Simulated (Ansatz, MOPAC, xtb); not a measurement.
Potential energy curve for MgH, doublet.

Computed with: GFN1-xTB (xtb); PM3, unrestricted, heats of formation (MOPAC); PM7, unrestricted, heats of formation (MOPAC); FCI = full CI/cc-pVTZ, frozen core (Ansatz, an electronic-structure program).

Energies relative to the lowest point of each curve near equilibrium, in eV; the last columns give the difference from FCI:

```csv
R / Å,GFN1-xTB,PM3,PM7,FCI,GFN1-xTB − FCI,PM3 − FCI,PM7 − FCI
1.33,1.021,0.861,1.818,1.204,-0.183,-0.343,0.614
1.38,0.740,0.660,1.252,0.865,-0.124,-0.205,0.387
1.49,0.345,0.291,0.433,0.360,-0.015,-0.069,0.072
1.57,0.181,0.105,0.126,0.151,0.030,-0.046,-0.025
1.66,0.072,0.005,0.000,0.031,0.040,-0.026,-0.031
1.70,0.041,0.000,0.003,0.008,0.033,-0.008,-0.005
1.74,0.020,0.019,0.035,0.000,0.020,0.019,0.035
1.79,0.005,0.073,0.112,0.008,-0.003,0.066,0.104
1.84,0.000,0.157,0.222,0.032,-0.032,0.125,0.190
1.91,0.009,0.306,0.420,0.088,-0.079,0.218,0.332
1.98,0.035,0.467,0.656,0.164,-0.129,0.304,0.493
2.13,0.128,0.753,1.225,0.365,-0.236,0.388,0.860
2.40,0.362,1.044,2.059,0.758,-0.396,0.286,1.301
2.63,0.591,1.302,—,1.034,-0.444,0.268,—
2.92,0.884,1.582,—,1.244,-0.360,0.338,—
3.16,1.107,1.691,—,1.322,-0.215,0.368,—
3.48,1.352,1.755,—,1.361,-0.009,0.394,—
3.81,1.535,1.790,—,1.372,0.164,0.419,—
4.22,—,1.814,—,1.375,—,0.439,—
4.76,—,1.828,—,1.375,—,0.452,—
5.30,—,1.833,—,1.376,—,0.457,—
6.00,—,1.835,—,1.376,—,0.459,—
6.86,—,1.835,—,1.376,—,0.459,—
```

GFN1-xTB is furthest from FCI at 2.63 (-0.444 eV, below); its mean absolute difference over the points is 0.140 eV.

PM3 is furthest from FCI at 6.86 (0.459 eV, above); its mean absolute difference over the points is 0.268 eV.

PM7 is furthest from FCI at 2.40 (1.301 eV, above); its mean absolute difference over the points is 0.342 eV.

A dash means that the run gave no value there, or that the column was ended at a point which the program doubted or which failed a test of continuity chosen for this set; such a test can also cut sound points.
